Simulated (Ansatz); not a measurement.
Wavefunction ladder for CH₂BClO, SMILES `O=CBCl`

```csv
atom,x (Å),y (Å),z (Å)
O1,-1.499,0.534,-0.770
C2,-0.620,0.572,0.060
B3,0.627,-0.379,-0.155
Cl4,0.886,-1.644,1.002
H5,-0.733,1.212,0.965
H6,1.339,-0.294,-1.103
```

Charge 0, multiplicity 1. The geometry is a stationary point of PBE0-D4/def2-TZVP. It is one conformer, not always the lowest. Frozen core, restricted reference, Ansatz. CBS rows extrapolate triple and quadruple zeta; past MP2 they add the triple-zeta difference.

```tsv
basis	HF (Eh)	MP2 corr.	CCSD corr.	(T)	CCSD(T) total
def2-SVP	-597.83517	-0.51882	?	-0.01677	?
def2-TZVPP	-598.15522	?	-0.69576	-0.03057	?
def2-QZVPP	?	?	–	–	–
CBS(def2)	-598.17662	-0.75954	-0.78997	as TZ	-598.99716
```

Question: Fill in the withheld values. (Best estimate.)

Answer: Ansatz gave: def2-SVP CCSD corr.: -0.55168; def2-SVP CCSD(T) total: -598.40362; def2-TZVPP MP2 corr.: -0.66533; def2-TZVPP CCSD(T) total: -598.88155; def2-QZVPP HF (Eh): -598.17403; def2-QZVPP MP2 corr.: -0.71945.
